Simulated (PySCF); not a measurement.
Isomers of C8H7BrO, from PBE0-D3(BJ)/def2-SVP geometry optimisation, gas phase (PySCF). One conformer each, no zero-point energy, no frequencies.

Problem. Which is lower in electronic energy at this level?
A. `[CH3:1][C:2](=[O:3])[c:4]1[cH:5][cH:6][cH:7][c:8]([Br:9])[cH:10]1` with C1–C2–C4–C5 180°: A = 1968, B = 479.8, C = 386.7 MHz, dipole 1.33 D
B. `[CH3:1][c:2]1[cH:3][cH:4][cH:5][c:6]([C:7](=[O:8])[Br:9])[cH:10]1` with C5–C6–C7–O8 0°: A = 1733, B = 561.4, C = 425.1 MHz, dipole 4.16 D

Solution. B. That is `CC1=CC(C(=O)Br)=CC=C1`, 7.3 kcal/mol below the other.

| SMILES | mapped SMILES | E (Eh) | relative (kcal/mol) | relative (kJ/mol) | dipole (D) |
| --- | --- | --- | --- | --- | --- |
| Cc1cccc(C(=O)Br)c1 | [CH3:1][c:2]1[cH:3][cH:4][cH:5][c:6]([C:7](=[O:8])[Br:9])[cH:10]1 | -2957.14661 | 0.0 | 0.0 | 4.16 |
| CC(=O)c1cccc(Br)c1 | [CH3:1][C:2](=[O:3])[c:4]1[cH:5][cH:6][cH:7][c:8]([Br:9])[cH:10]1 | -2957.13505 | 7.3 | 30.3 | 1.33 |
